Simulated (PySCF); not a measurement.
SeCl⁺: energy against distance

Set-up: PySCF, no relativity, basis sets Se 6-31G(d,p), Cl 6-31G(d,p). Energies in eV from Se⁺ + Cl in their ground configurations at the same level. All curves are PBE0. state 1: ³Σ⁻ (triplet), unpaired electrons π ↑↑; state 2: Ms = 0 determinant of mixed spin (⟨S²⟩ near 1.0), unpaired electrons π ↑↓, a mixture of terms (⟨Lz²⟩ = 2.0), a second solution, started from another occupation; state 3: singlet, one real π or δ orbital doubly filled, a mixture of terms (⟨Lz²⟩ = 2.0), a second solution, started from another occupation; state 4: quintet, unpaired electrons σ ↑, π ↑↑↑, a second solution, started from another occupation.

```tsv
R (Å)	state 1	state 2	state 3	state 4
1.763	-1.394	-1.076	-0.100	8.6602
1.845	-2.303	-1.980	-0.996	6.3931
1.927	-2.788	-2.461	-1.470	4.6504
1.988	-2.953	-2.623	-1.625	3.6147
2.050	-2.993	-2.659	-1.656	2.7669
2.111	-2.940	-2.602	-1.594	2.0748
2.193	-2.767	-2.422	-1.407	1.3489
2.296	-2.446	-2.090	-1.065	0.6885
2.419	-1.984	-1.610	-0.573	0.1613
2.583	-1.359	-0.936	-0.077	-0.2398
```

Task: Put a parabola through the three lowest points of the state 1 curve and estimate Re, k and ωe (reduced mass 24.33 u; 1 eV/Å² = 0.16022 mdyn/Å; ωe = 1302.8·√(k/μ) cm⁻¹).

Result: Through R = 1.988, 2.05, 2.111 Å the second-order coefficient is 12.3 eV/Å², so Re ≈ 2.045 Å, k ≈ 3.94 mdyn/Å and ωe ≈ 525 cm⁻¹. A polynomial fit of higher order to the unrounded PBE0 energies gives Re = 2.043 Å, k = 4.06 mdyn/Å, ωe = 532 cm⁻¹; anharmonicity and rounding make the difference.

The higher-order fit for each curve: state 1: Re = 2.043 Å, ωe = 532 cm⁻¹, De = 2.99 eV; state 2: Re = 2.040 Å, ωe = 537 cm⁻¹, minimum 2.66 eV below the ground-state fragments; state 3: Re = 2.037 Å, ωe = 541 cm⁻¹, minimum 1.66 eV below the ground-state fragments. State 4 gave no clean fit.

⟨S²⟩ of the unrestricted solution departs from its pure value on part of the curve, where spin states mix. Spin–orbit coupling is left out. For an ion De counts to the pair picked by the measured ionisation energies or electron affinities, which need not be the lowest pair at this level. The state is the lowest determinant that a PBE0 search found; another state may lie lower at other levels.
